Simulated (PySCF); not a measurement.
Computed IR spectrum (relative IR intensity) of a molecule C₂H₇AlClN. Geometry optimised at PBE0-D3(BJ)/def2-SVP. One conformer was computed; it need not be the lowest. Method: PBE0-D3(BJ)/def2-SVP (PySCF). Frequencies are harmonic and unscaled.

Lines under 2 % of the strongest are left out, and lines within 2 cm⁻¹ are merged.

```tsv
ν (cm⁻¹)	relative intensity
174	2.3
247	2.3
297	7.9
371	4.3
436	84
460	9.7
606	12
709	100
855	51
931	3.0
961	4.6
1050	9.4
1472	2.4
1480	3.7
1524	27
3037	8.9
3045	15
3090	3.2
3128	11
3142	8.6
3618	17
3712	16
```

Q: Pick the molecule that these values belong to.
A) C[NH][Al]([CH3])[Cl]
B) C[CH2][Al]([NH2])[Cl]
C) C[N](C)[AlH][Cl]

A: B, C[CH2][Al]([NH2])[Cl]
